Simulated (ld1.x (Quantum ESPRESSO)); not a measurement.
**Scattering properties, RRKJ potential for antimony (Sb)**

* Element: antimony
* Generator: ld1.x (Quantum ESPRESSO) 7.5
* Type: norm-conserving RRKJ (Kleinman–Bylander form)
* Functional: BLYP
* Relativity: fully relativistic
* Frozen core: [Ar] 3d10
* Valence charge: 23
* Reference configuration: 4s2 4p6 4d10 5s2 5p1 (charge +2)
* Partial waves: 4s (bound): rc 1.35 bohr; 4d (bound): rc 1.00 bohr; 4p (bound): rc 0.90 bohr
* Local potential: the p channel
* Core correction: a·sin(br)/r model core inside 0.55 bohr

Open shells are filled in proportion to 2j + 1 (rel_dist='average').

Occupied shells without a wave of their own: 5p, 5s. They enter only through the test configuration that unscreens the potential, and ld1.x also counts them in the model core charge.

The phase is arctan(r·u′/u) with u = r·R(r), unwrapped; energies in Ry, scanned from -14 to 5 Ry. A pole is an energy at which the radial function vanishes at the test radius. The pseudo phase is shifted by a multiple of π to meet the all-electron one at the reference energy, and phase errors are pseudo minus all-electron; the curves can meet again beyond the range given. Levels narrower than the energy grid can be missing from the lists of poles.

```csv
channel,radius (bohr),reference energy (Ry),"poles, all-electron","poles, pseudo",unbroken range about the reference energy with phases within 0.05 rad,phase error 1 Ry above the reference energy (rad)
s,1.49,-12.26,-11.74,-11.75,below -4.2,-0.001
p1/2,1.49,-9.25,-8.51,-7.98,not even at the reference energy,+0.094
p3/2,1.49,-8.62,-7.73,-7.98,not even at the reference energy,-0.034
d3/2,1.49,-3.85,-2.21,-2.21,the whole range,-0.000
d5/2,1.49,-3.76,-2.06,-2.06,the whole range,-0.000
```

A Bessel basis up to 400 Ry misses an occupied level by 4.53 Ry, so cutoffs and ghosts were not judged. The potential misses its own reference levels by up to 5.9 eV, so it is not fit for use. ld1.x takes every shell without a wave as core, so the model core holds the 5p, 5s electrons as well and exchange and correlation see them twice. This cancels in the reference configuration, but the file is broken for other ones, and its errors say nothing about a proper core correction.

Phases in the p3/2 channel:

```
E (Ry)  all-electron  pseudo
-14.00         1.325   1.324
-13.04         1.300   1.298
-12.08         1.262   1.258
-11.12         1.192   1.179
-10.16         1.000   0.936
 -9.20        -0.338  -0.803
 -8.24        -1.454  -1.519
 -7.28        -1.628  -1.655
 -6.32        -1.702  -1.719
 -5.36        -1.751  -1.765
 -4.40        -1.792  -1.806
 -3.44        -1.834  -1.850
 -2.48        -1.883  -1.901
 -1.52        -1.943  -1.969
 -0.56        -2.027  -2.065
  0.40        -2.155  -2.219
  1.36        -2.371  -2.494
  2.32        -2.768  -2.996
  3.28        -3.372  -3.627
  4.24        -3.892  -4.053
```
